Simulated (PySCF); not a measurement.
# ³³S chemical shifts

Theory: GIAO PBE0/pcSseg-1 shieldings, coordinates at the GFN2-xTB level, in PySCF 2.14.0 with density-fitted response routines (no relativistic terms, one averaged value for each set of equivalent atoms, in vacuum, one conformer).

Shieldings were converted by a linear fit to measured shifts: ³³S: δ = 158.28 − 0.937σ (rms 33.3 ppm, 20 shifts vs sulfate, solution or neat liquid). Occasional misses reach two or three times the rms, and more in compound classes unlike the fitted ones.

Problem. Give the ³³S shifts of `CO[Si@@H](S)CS(=O)(=O)O`, `C=CP(C)C#C[P@H](C)=S`, `FC(F)(F)O[C@@H]1CCSCS1`.

Solution. 
| compound | environment | δ (ppm) |
| --- | --- | --- |
| [CH3:1][O:2][Si@@H:3]([SH:4])[CH2:5][S:6](=[O:7])(=[O:8])[OH:9] | S6: sulfonyl sulfur | -15 |
| [CH3:1][O:2][Si@@H:3]([SH:4])[CH2:5][S:6](=[O:7])(=[O:8])[OH:9] | S4: sulfur bonded to Si, H | -507 |
| C=CP(C)C#C[P@H](C)=S | sulfur bonded to P | -524 |
| [F:1][C:2]([F:3])([F:4])[O:5][C@@H:6]1[CH2:7][CH2:8][S:9][CH2:10][S:11]1 | S11: sulfide sulfur | -214 |
| [F:1][C:2]([F:3])([F:4])[O:5][C@@H:6]1[CH2:7][CH2:8][S:9][CH2:10][S:11]1 | S9: sulfide sulfur | -281 |

Problem. Match the shifts 69, 5, -521, -569 ppm to `CO[C@@H](C)[C@@H](F)S(=O)(=O)Cl`, `C[C@@H]1C[C@H](F)[S@@]1=O`, `CCO[Si@H](O[SiH3])S[SiH3]`, `CS[SiH2][Si@H](C#N)[SiH2][SiH3]`.

Solution. 69: C[C@@H]1C[C@H](F)[S@@]1=O (sulfoxide sulfur); 5: CO[C@@H](C)[C@@H](F)S(=O)(=O)Cl (sulfonyl sulfur); -521: CS[SiH2][Si@H](C#N)[SiH2][SiH3] (sulfur bonded to C, Si); -569: CCO[Si@H](O[SiH3])S[SiH3] (sulfur bonded to 2 Si).
